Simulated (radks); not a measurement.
Results of a calculation; reference values are marked as such.
Task: These are the eigenvalues of the occupied orbitals of an atom or ion with whole-number occupations (eV). Level of theory: non-relativistic Kohn-Sham, AM05, spin-polarised, spherical densities, point nucleus (a radial shooting solver on a logarithmic mesh with Libxc functionals).

1s up: -8106.614
1s down: -8106.603
2s up: -961.4837
2s down: -960.2686
2p up: -839.9000
2p down: -838.9957
3s up: -108.5403
3s down: -106.3316
3p up: -71.4633
3p down: -69.2807
3d up: -10.1531
3d down: -8.1617
4s up: -5.6380
4s down: -5.3161

Which element is it, and in what charge state? The configuration may be excited. Open shells, if any, are filled with parallel spins first.

Result: Z = 28, nickel, charge 0: Ni in [Ar] 3d8 4s2. The list shows which subshells hold electrons but not how many an open one holds; the 1s level, -297.91 hartree, gives Z - s = 24.4 by -(Z - s)^2/2, which with screening narrows Z to a few neighbours, and the depths of the outer levels then fix element, charge and occupations together.
